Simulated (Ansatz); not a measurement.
Ideal-gas functions of CH₃ClFOV (`[CH3][V](=[O])([F])[Cl]`) at 600 K and 1 bar, from an Ansatz frequency run at PBE0-D4/def2-TZVP.

Molar mass 136.43 g/mol, point group C1 (symmetry number 1), electronic degeneracy 1, moments of inertia 137.578, 231.596, 250.959 u Å². Harmonic wavenumbers (cm⁻¹, unscaled): 144, 152, 168, 195, 256, 283, 473, 572, 581, 682, 790, 1149, 1173, 1401, 1407, 3044, 3155, 3166.

Use S(trans) = R[1.5 ln M + 2.5 ln T − 1.1517]; rotational temperatures θ = 24.2544 K / I; S(rot) = R[ln(√π/σ · √(T³/θAθBθC)) + 1.5]; for each mode x = 1.438777 ν̃/T, S = R[x/(eˣ − 1) − ln(1 − e⁻ˣ)] and H = RT x/(eˣ − 1); 1 cm⁻¹ = 0.0119627 kJ/mol; R = 8.31446 J/(mol·K).

Q: By hand: the entropy, in J/(mol·K).

A: Translation 184.7. Rotation: θ = 0.1763, 0.1047, 0.0966 K, giving 123.3. Vibration, mode by mode: 17.20, 16.75, 15.93, 14.71, 12.50, 11.70, 7.70, 6.31, 6.20, 5.09, 4.14, 2.10, 2.01, 1.30, 1.28, 0.05, 0.04, 0.04, in all 125.0. Electronic 0.0. Sum 433.0 J/(mol·K).

Q: By hand: H − E and G − E in kJ/mol, counted from the electronic energy.

A: Zero-point energy ½ × 18791 × 0.0119627 = 112.4; thermal vibration 37.4; translation, rotation and pV give 4 RT = 20.0. H − E = 169.8 kJ/mol, and G − E = 169.8 − 600 × 433.0/1000 = -90.0 kJ/mol.

Vibration gives 29 % of the entropy, 17.2 J/(mol·K) of it from the mode under 150 cm⁻¹: soft modes count most, and the harmonic formula is weakest for them. The sum counts one conformer and one mirror image; others add a mixing term.
